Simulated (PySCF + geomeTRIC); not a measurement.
Species: H₅BOSi, SMILES `B[SiH2]O` (charge 0, multiplicity 1).

Problem. Give a relaxed geometry from PySCF + geomeTRIC with PBE0-D4/def2-TZVP.

Solution. Several could match; the one computed here: the end point of this relaxation, one of several conformers (outside a Z-matrix the atoms follow the SMILES, hydrogens last).
Z-matrix (Å, degrees):
```
Si
O 1 1.6544
H 2 0.9578 1 117.44
H 1 1.4969 2 110.76 3 -58.59
H 1 1.4970 4 105.95 2 -120.18
B 1 1.9990 4 109.11 5 -117.26
H 6 1.1946 1 123.77 4 -122.57
H 6 1.1972 7 117.70 1 179.96
```
